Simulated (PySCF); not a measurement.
# Atomic charges against the basis set

C₂H₆OS₂Si.
Cartesian coordinates in Å at the PBE0-D3(BJ)/def2-SVP level; atoms count from 1:
```xyz
12
C2H6OS2Si angstrom
O      2.8286   -0.5525    0.3332
Si     1.5614    0.3492   -0.2391
S      0.1112    1.0311    1.1878
C     -1.1901   -0.1723    0.7237
C     -1.2897   -0.3172   -0.7797
S      0.3046   -0.8372   -1.5142
H      2.6020   -1.4001    0.7304
H      2.2297    1.5104   -0.8694
H     -0.9849   -1.1432    1.1997
H     -2.1300    0.2227    1.1390
H     -1.6087    0.6288   -1.2424
H     -2.0184   -1.0983   -1.0483
```

PBE0 throughout (PySCF), one geometry, spherical d and f functions. Isolated species at its PBE0-D3(BJ)/def2-SVP geometry (one conformer only). Atoms taken as equivalent share a column and are averaged. The first 7 of 8 kinds of atom are listed.

Mulliken charges (e):

| basis | functions | O1 | Si2 | S3/S6 | C4/C5 | H7 | H8 | H9/H12 |
| --- | --- | --- | --- | --- | --- | --- | --- | --- |
| STO-3G | 48 | -0.421 | +0.563 | -0.055 | -0.228 | +0.196 | -0.109 | +0.083 |
| 6-31G | 78 | -0.753 | +0.750 | -0.055 | -0.594 | +0.423 | -0.067 | +0.233 |
| pcSseg-0 | 78 | -0.788 | +0.986 | -0.189 | -0.731 | +0.401 | -0.013 | +0.310 |
| 6-31G* | 108 | -0.697 | +0.640 | -0.128 | -0.500 | +0.450 | -0.043 | +0.224 |
| cc-pVDZ | 126 | -0.333 | +0.490 | -0.189 | -0.141 | +0.173 | -0.029 | +0.087 |
| def2-SVP | 126 | -0.385 | +0.652 | -0.270 | -0.133 | +0.198 | -0.053 | +0.096 |
| aug-cc-pVDZ | 204 | -0.715 | +0.765 | -0.093 | +0.105 | +0.147 | +0.320 | -0.132 |
| 6-311+G(2d,p) | 222 | -0.631 | +0.621 | -0.116 | -0.353 | +0.278 | -0.035 | +0.174 |
| def2-TZVP | 240 | -0.503 | +0.430 | -0.220 | -0.178 | +0.324 | -0.009 | +0.136 |
| cc-pVTZ | 276 | -0.340 | +0.427 | -0.205 | -0.177 | +0.200 | -0.013 | +0.121 |
| IGLO-III | 297 | -0.618 | +1.073 | -0.251 | -0.355 | +0.258 | -0.149 | +0.159 |
| pcSseg-2 | 321 | -0.482 | +0.639 | -0.213 | -0.112 | +0.214 | -0.076 | +0.086 |

IAO charges (e):

```
        basis  functions      O1     Si2   S3/S6   C4/C5      H7      H8  H9/H12
       STO-3G         48  -0.560  +0.739  -0.066  -0.359  +0.242  -0.107  +0.133
        6-31G         78  -0.725  +0.777  -0.181  -0.343  +0.361  -0.065  +0.173
     pcSseg-0         78  -0.702  +0.787  -0.186  -0.351  +0.349  -0.070  +0.176
       6-31G*        108  -0.763  +0.920  -0.199  -0.327  +0.363  -0.114  +0.160
      cc-pVDZ        126  -0.760  +0.915  -0.198  -0.321  +0.364  -0.117  +0.157
     def2-SVP        126  -0.757  +0.924  -0.196  -0.318  +0.361  -0.125  +0.155
  aug-cc-pVDZ        204  -0.783  +0.927  -0.201  -0.324  +0.374  -0.115  +0.160
6-311+G(2d,p)        222  -0.793  +0.951  -0.199  -0.330  +0.375  -0.123  +0.161
    def2-TZVP        240  -0.794  +0.965  -0.199  -0.332  +0.373  -0.129  +0.160
      cc-pVTZ        276  -0.789  +0.955  -0.202  -0.330  +0.373  -0.125  +0.161
     IGLO-III        297  -0.796  +0.953  -0.194  -0.333  +0.376  -0.127  +0.160
     pcSseg-2        321  -0.795  +0.957  -0.199  -0.332  +0.374  -0.127  +0.161
```

Some averages cover members that differ in this geometry, most widely: H9/H12, Mulliken in aug-cc-pVDZ -0.192 to -0.072; S3/S6, Mulliken in 6-311+G(2d,p) -0.154 to -0.078; C4/C5, Mulliken in 6-311+G(2d,p) -0.388 to -0.319; C4/C5, Mulliken in pcSseg-2 -0.143 to -0.081 e.

Which scheme is steadiest as the basis changes?

Largest range over the bases for any column: IAO 0.24 e, Mulliken 0.84 e. IAO charges move least and Mulliken charges most, counted in e. Without the minimal STO-3G basis the ranges are IAO 0.19, Mulliken 0.84 e.

How much do the charges still move between the two largest bases, IGLO-III and pcSseg-2?

At most, over all atoms: Mulliken 0.434 e, IAO 0.005 e.

What do the same runs give for the total energy, the frontier levels and the dipole moment?

| basis | energy (Eh) | HOMO (eV) | LUMO (eV) | μ (D) |
| --- | --- | --- | --- | --- |
| STO-3G | -1226.3093 | -3.33 | 5.33 | 1.32 |
| 6-31G | -1240.2453 | -7.25 | 0.02 | 3.09 |
| pcSseg-0 | -1238.7955 | -7.44 | -0.07 | 2.83 |
| 6-31G* | -1240.3941 | -7.03 | -0.06 | 2.65 |
| cc-pVDZ | -1240.4650 | -6.98 | 0.04 | 2.51 |
| def2-SVP | -1240.0008 | -7.00 | 0.09 | 2.56 |
| aug-cc-pVDZ | -1240.4882 | -7.11 | -0.55 | 2.65 |
| 6-311+G(2d,p) | -1240.5444 | -7.10 | -0.56 | 2.76 |
| def2-TZVP | -1240.5644 | -7.08 | -0.34 | 2.71 |
| cc-pVTZ | -1240.5696 | -7.08 | -0.25 | 2.60 |
| IGLO-III | -1240.5605 | -7.01 | -0.32 | 2.61 |
| pcSseg-2 | -1240.5856 | -7.14 | -0.47 | 2.71 |

The dipole is fixed by the density alone, so its range of 1.77 D shows that the density itself changes with the basis, not only its division among atoms.
